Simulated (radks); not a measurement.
Spherical jellium clusters: N electrons in a uniform positive sphere of charge N and radius rs N^(1/3), rs = 4.27 bohr. Level of theory: non-relativistic Kohn-Sham, PBE, spin-polarised, spherical densities (a radial shooting solver with Libxc functionals). Levels are named by radial order and angular momentum (1s, 1p, 1d, 2s, ...), and open shells are averaged over m. Each electron was tried in the lowest free levels, single moves between levels near the top were tried too, and the lowest total energy was kept; such a search can miss a lower state. The series stops at N = 10: beyond it a trial failed or the search could not be trusted, so later rows were left out. Energies include the self-energy of the background; IP and EA are vertical (highest electron removed, lowest free level filled), at fixed background; spill-out counts the electrons outside the background radius R, and alpha is the static dipole polarisability from linear response (closed shells only). A dash means not computed or, for alpha, an open shell; in EA it means that no bound solution was reached, which is typical of self-interaction and does not show that the anion is unstable. Real open-shell clusters deform, which this model forbids.

N        open shells  2S  E(N+1) + E(N-1) - 2E(N) (eV)  IP (eV)  EA (eV)  -e(HOMO) (eV)
1   1s(up 1, down 0)   1                             -        -        -          2.958
2               none   0                         0.875    4.941        -          3.037
3   1p(up 1, down 0)   1                        -0.626    3.715        -          2.131
4   1p(up 2, down 0)   2                        -0.400    4.228        -          2.606
5   1p(up 3, down 0)   3                         0.465    4.485        -          2.899
6   1p(up 3, down 1)   2                        -0.422    3.899        -          2.536
7   1p(up 3, down 2)   1                        -0.266    4.245    1.521          2.849
8               none   0                         1.050    4.439        -          3.056
9   1d(up 1, down 0)   1                        -0.265    3.323        -          2.077
10  1d(up 2, down 0)   2                             -    3.565        -          2.323

All shells are closed at N = 2, 8 (there: 1s2 1p6); the second difference of the energy has clear peaks (12 % above both neighbours; the first and last values, which can be the largest, are not judged, and half-filled shells can peak too) at N = 5, 8.
